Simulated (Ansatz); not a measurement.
Calculation: frozen-core CCSD(T)/cc-pVTZ // M06-2X/def2-TZVP (Ansatz, a quantum-chemistry and plane-wave program).

Ansatz 0.2 input:
```yaml
crystal:
  periodic: [false, false, false]
  atoms:
    - { symbol: B, position_ang: [1.45164, 0.529687, 0.327562] }
    - { symbol: O, position_ang: [0.549493, -0.371237, -0.11175] }
    - { symbol: Si, position_ang: [-1.093047, -0.479481, 0.060622] }
    - { symbol: H, position_ang: [1.085859, 1.467385, 0.976263] }
    - { symbol: H, position_ang: [2.5988, 0.361742, 0.052559] }
    - { symbol: H, position_ang: [-1.584415, 0.662366, 0.856967] }
    - { symbol: H, position_ang: [-1.401397, -1.748963, 0.74011] }
    - { symbol: H, position_ang: [-1.69844, -0.466428, -1.281655] }
basis:
  gaussian: { orbitals: cc-pVTZ }
correlation:
  method: ccsd_t
```

Output:

```
Functional definition: HF
936 factors; integrals over basis functions are off by at most 1.3e-3 eV
mean field evaluation 1: about -10651.2225 eV, gradient 3.4e1 eV
mean field evaluation 2: about -10651.2318 eV, gradient 3.4e1 eV
mean field evaluation 4: about -10653.6776 eV, gradient 3.2e0 eV
mean field evaluation 8: about -10653.7133 eV, gradient 8.7e-2 eV
mean field evaluation 16: about -10653.6989 eV, gradient 3.5e-1 eV
mean field -10653.71330213 eV, -391.5167425069 hartree, gradient 1.7e-6 eV, S^2 0.000000; 0 other end points of the search recorded, 0 dependent functions left out
7 core orbitals not correlated
reference -10653.71330213 eV, -391.5167425069 hartree; 9, 9 occupied and 148, 148 virtual orbitals, 936 factors
second order -12.67920797 eV of doubles, -0.00000000 eV of singles
cycle   1  -13.17794301 eV  change   -5.0e-1 eV  update   8.5e-2
cycle   2  -13.56272531 eV  change   -3.8e-1 eV  update   2.6e-2
cycle   3  -13.64932044 eV  change   -8.7e-2 eV  update   1.4e-2
cycle   4  -13.63779469 eV  change    1.2e-2 eV  update   3.5e-3
cycle   5  -13.63849303 eV  change   -7.0e-4 eV  update   1.6e-3
cycle   6  -13.63865127 eV  change   -1.6e-4 eV  update   4.4e-4
cycle   7  -13.63848870 eV  change    1.6e-4 eV  update   1.3e-4
cycle   8  -13.63853180 eV  change   -4.3e-5 eV  update   4.2e-5
cycle   9  -13.63854411 eV  change   -1.2e-5 eV  update   1.2e-5
perturbative correction -0.44364009 eV, -0.0163034726 hartree
Total energy: -10667.79548633 eV, -392.0342532310 hartree
```

Cost: roughly 40 core-seconds.
